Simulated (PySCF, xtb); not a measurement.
C₂H₄BF₃, SMILES FCB(F)CF.

xtb 6.7.1 with GFN2-xTB at its own geometry gives an orbital gap of 4.56 eV and a dipole moment of 2.12 D.

Coordinates come from a B3LYP-D3(BJ)/def2-SVP optimisation. The structure was generated by enumeration, and PubChem lists no compound with its InChIKey, so it may never have been made. Other conformers were not sampled.

**Question.** What does PBE/def2-TZVP run with PySCF give? (The exact figures need the calculation; the answer reports its results.)

**Answer.** gap 5.38 eV (levels -7.07 and -1.69 eV), dipole 1.56 D.
